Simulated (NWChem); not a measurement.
System: SF anion

The following NWChem deck was run.

```
start job
memory heap 200 mb stack 900 mb global 1100 mb
charge -1
geometry units angstroms noautosym nocenter noautoz
  F      0.000000     0.000000    -1.124567
  S      0.000000     0.000000     0.635976
end
basis spherical
  F library 6-31g*
  S library 6-31g*
end
dft
  xc hfexch
  iterations 150
end
property
  efieldgrad
end
task dft property
```

Parts of the log:

```
             Northwest Computational Chemistry Package (NWChem) 7.3.0
             --------------------------------------------------------

                             Geometry "geometry" -> ""
                             -------------------------

 Output coordinates in angstroms (scale by  1.889725989 to convert to a.u.)

  No.       Tag          Charge          X              Y              Z
 ---- ---------------- ---------- -------------- -------------- --------------
    1 F                    9.0000     0.00000000     0.00000000    -1.12456700
    2 S                   16.0000     0.00000000     0.00000000     0.63597600

 Effective nuclear repulsion energy (a.u.)      43.2829665938

  xc_inp: hfexch multiplicative factor not found.
                              NWChem Property Module
                              ----------------------

  itol2e modified to match energy
  convergence criterion.

                                 NWChem DFT Module
                                 -----------------

 Summary of "ao basis" -> "ao basis" (spherical)
 ------------------------------------------------------------------------------
       Tag                 Description            Shells   Functions and Types
 ---------------- ------------------------------  ------  ---------------------
 F                           6-31g*                  6       14   3s2p1d
 S                           6-31g*                  8       18   4s3p1d

  itol2e modified to match energy
  convergence criterion.

            General Information
            -------------------
          SCF calculation type: DFT
          Wavefunction type:  closed shell.
          No. of atoms     :     2
          No. of electrons :    26
           Alpha electrons :    13
            Beta electrons :    13
          Charge           :    -1
          Spin multiplicity:     1
          Use of symmetry is: off; symmetry adaption is: off
          Maximum number of iterations: 150
          AO basis - number of functions:    32
                     number of shells:    14
          Convergence on energy requested:  1.00D-07
          Convergence on density requested:  1.00D-05
          Convergence on gradient requested:  5.00D-04

              XC Information
              --------------
                     Hartree-Fock (Exact) Exchange  1.000

      Superposition of Atomic Density Guess
      -------------------------------------

 Sum of atomic energies:        -496.82801298

 Renormalizing density from      25.00 to     26

      Non-variational initial energy
      ------------------------------

 Total energy =    -508.384047
 1-e energy   =    -806.042660
 2-e energy   =     254.375647
 HOMO         =       0.147883
 LUMO         =       0.343279

   convergence    iter        energy       DeltaE   RMS-Dens  Diis-err
 ---------------- ----- ----------------- --------- --------- ---------
 d= 0,ls=0.0,diis     1   -496.7719844417 -5.40D+02  3.75D-02  1.34D+00
 d= 0,ls=0.0,diis     2   -496.9034415040 -1.31D-01  7.27D-03  1.20D-01
 d= 0,ls=0.0,diis     3   -496.9146188709 -1.12D-02  1.21D-03  3.19D-03
 d= 0,ls=0.0,diis     4   -496.9149712083 -3.52D-04  4.56D-04  4.62D-04
 d= 0,ls=0.0,diis     5   -496.9150232616 -5.21D-05  1.37D-04  1.14D-05
  Resetting Diis
 d= 0,ls=0.0,diis     6   -496.9150269271 -3.67D-06  4.45D-05  1.25D-06
 d= 0,ls=0.0,diis     7   -496.9150273051 -3.78D-07  7.17D-06  8.61D-08
 d= 0,ls=0.0,diis     8   -496.9150273190 -1.39D-08  3.03D-06  1.49D-08

         Total DFT energy =     -496.915027319002
      One electron energy =     -783.199904839165
           Coulomb energy =      278.353541909643
    Exchange-Corr. energy =      -35.351630983285
 Nuclear repulsion energy =       43.282966593805

 Numeric. integr. density =        0.000000000000

                       DFT Final Molecular Orbital Analysis
                       ------------------------------------

 Vector   11  Occ=2.000000D+00  E=-3.219830D-01
              MO Center=  5.8D-15, -2.9D-15, -3.5D-01, r^2= 1.8D+00
   Bfn.  Coefficient  Atom+Function         Bfn.  Coefficient  Atom+Function
  ----- ------------  ---------------      ----- ------------  ---------------
     5      0.501154  1 F  pz                 9      0.416472  1 F  pz
    23     -0.307994  2 S  pz                24     -0.265338  2 S  s
    20     -0.250495  2 S  s                 16      0.134896  2 S  s
    19      0.128511  2 S  pz                27     -0.088296  2 S  pz
    30      0.051628  2 S  d  0               2     -0.040397  1 F  s

 Vector   12  Occ=2.000000D+00  E=-8.703500D-02
              MO Center=  3.0D-15,  2.2D-15,  5.8D-01, r^2= 1.7D+00
   Bfn.  Coefficient  Atom+Function         Bfn.  Coefficient  Atom+Function
  ----- ------------  ---------------      ----- ------------  ---------------
    22      0.468759  2 S  py                21      0.444982  2 S  px
    26      0.348378  2 S  py                25      0.330707  2 S  px
    18     -0.178541  2 S  py                17     -0.169485  2 S  px
     4     -0.131816  1 F  py                 8     -0.125882  1 F  py
     3     -0.125129  1 F  px                 7     -0.119497  1 F  px

 Vector   13  Occ=2.000000D+00  E=-8.703500D-02
              MO Center=  4.6D-15,  3.2D-15,  5.8D-01, r^2= 1.7D+00
   Bfn.  Coefficient  Atom+Function         Bfn.  Coefficient  Atom+Function
  ----- ------------  ---------------      ----- ------------  ---------------
    21      0.468759  2 S  px                22     -0.444982  2 S  py
    25      0.348378  2 S  px                26     -0.330707  2 S  py
    17     -0.178541  2 S  px                18      0.169485  2 S  py
     3     -0.131816  1 F  px                 7     -0.125882  1 F  px
     4      0.125129  1 F  py                 8      0.119497  1 F  py

 Vector   14  Occ=0.000000D+00  E= 3.686850D-01
              MO Center=  2.0D-16,  7.3D-16,  5.4D-01, r^2= 2.5D+00
   Bfn.  Coefficient  Atom+Function         Bfn.  Coefficient  Atom+Function
  ----- ------------  ---------------      ----- ------------  ---------------
    27      0.849311  2 S  pz                 6      0.470343  1 F  s
    23      0.403145  2 S  pz                 9      0.368509  1 F  pz
     5      0.274069  1 F  pz                20     -0.207211  2 S  s
    19     -0.172915  2 S  pz                24     -0.173712  2 S  s
    16      0.089745  2 S  s                  2      0.083017  1 F  s

 Vector   15  Occ=0.000000D+00  E= 6.961190D-01
              MO Center= -2.0D-14,  1.0D-14,  6.7D-01, r^2= 2.8D+00
   Bfn.  Coefficient  Atom+Function         Bfn.  Coefficient  Atom+Function
  ----- ------------  ---------------      ----- ------------  ---------------
    24      1.863417  2 S  s                 20     -1.686353  2 S  s
     6     -0.314526  1 F  s                 23     -0.149611  2 S  pz
     9     -0.121985  1 F  pz                16      0.116719  2 S  s
    27     -0.087302  2 S  pz                15     -0.073799  2 S  s
     5      0.056192  1 F  pz                30     -0.054067  2 S  d  0

 Vector   16  Occ=0.000000D+00  E= 7.877837D-01
              MO Center=  2.7D-15,  2.7D-15,  6.7D-01, r^2= 3.0D+00
   Bfn.  Coefficient  Atom+Function         Bfn.  Coefficient  Atom+Function
  ----- ------------  ---------------      ----- ------------  ---------------
    26     -0.904826  2 S  py                22      0.878241  2 S  py
    25     -0.855694  2 S  px                21      0.830552  2 S  px
    18     -0.216761  2 S  py                17     -0.204991  2 S  px
     8      0.072374  1 F  py                 7      0.068444  1 F  px

     Multipole analysis of the density
     ---------------------------------

[...]

          -----------------------
          Electric field gradient
          -----------------------

 1 a.u. = 0.324123 10**(16) esu/cm**3  ( or statvolts/cm**2 ) = 0.97174 10**(22) v/m**2

 ------------------------------------------------------------
   Atom      X         Y         Z
 ------------------------------------------------------------
    1 F    0.00000   0.00000  -2.12512
 ------------------------------------------------------------

 Electric field gradient in molecular frame (a.u.)
         XX             YY             ZZ             XY             XZ             YZ
 ------------------------------------------------------------------------------------------
        1.451788       1.451788      -2.903576       0.000000       0.000000       0.000000

 Principal components (a.u.) and orientation
 of principal axis w.r.t. absolute frame                      Asymmetry parameter eta
 --------------------------------------------------------------------------------------
       -2.903576       1.451788       1.451788                       0.000000

        0.000000       0.000000       1.000000
        0.000000       1.000000       0.000000
        1.000000       0.000000       0.000000

 ------------------------------------------------------------
   Atom      X         Y         Z
 ------------------------------------------------------------
    2 S    0.00000   0.00000   1.20182
 ------------------------------------------------------------

 Electric field gradient in molecular frame (a.u.)
         XX             YY             ZZ             XY             XZ             YZ
 ------------------------------------------------------------------------------------------
        2.623080       2.623080      -5.246161       0.000000      -0.000000       0.000000

 Principal components (a.u.) and orientation
 of principal axis w.r.t. absolute frame                      Asymmetry parameter eta
 --------------------------------------------------------------------------------------
       -5.246161       2.623080       2.623080                       0.000000

       -0.000000       0.000000       1.000000
        0.000000       1.000000       0.000000
        1.000000       0.000000      -0.000000
```

Level: Hartree-Fock/6-31G* (spherical d). Sets without diffuse functions describe the anion's extra electron poorly. All runs use the structure optimised with B3LYP/def2-SVPD. NWChem prints the field gradient with the sign opposite to the second derivative of the potential.
